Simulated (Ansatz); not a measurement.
Frontier orbitals of C₂H₅FSn, SMILES `C=[C](F)[SnH3]`.

```csv
atom,x (Å),y (Å),z (Å)
C1,0.175,1.564,0.643
C2,-0.205,0.717,-0.298
F3,-0.785,1.200,-1.419
Sn4,-0.004,-1.422,-0.261
H5,0.641,1.196,1.547
H6,0.031,2.634,0.534
H7,-0.649,-2.036,-1.711
H8,1.647,-1.821,-0.119
H9,-0.852,-2.034,1.084
```

The species carries charge 0 and has multiplicity 1. Correlated methods include outer-core shells of Sn, which these sets cover unevenly. Sn: def2 effective core potential. All single points use the PBE0-D4/def2-TZVP geometry. Basis def2-TZVPP, Ansatz.

Orbital energies of one run (eV). Highest occupied ones, from the top: -6.63, -7.50, -8.13, -8.21, -9.82, -11.29, -11.50, -11.97, -13.58, -14.82, -18.92, -25.51, -25.51, -25.63. Empty: -1.46, -0.75, -0.50, -0.26, 0.50, 1.18.

Which functional gave them?
A. LDA (SPW92)
B. r2SCANh
C. LC-ωPBE
D. ωB97M-V

A. HOMO energies: LDA (SPW92) -6.63, r2SCANh -7.13, LC-ωPBE -10.39, ωB97M-V -9.90 eV.

LC-ωPBE has ω = 0.4 bohr⁻¹.
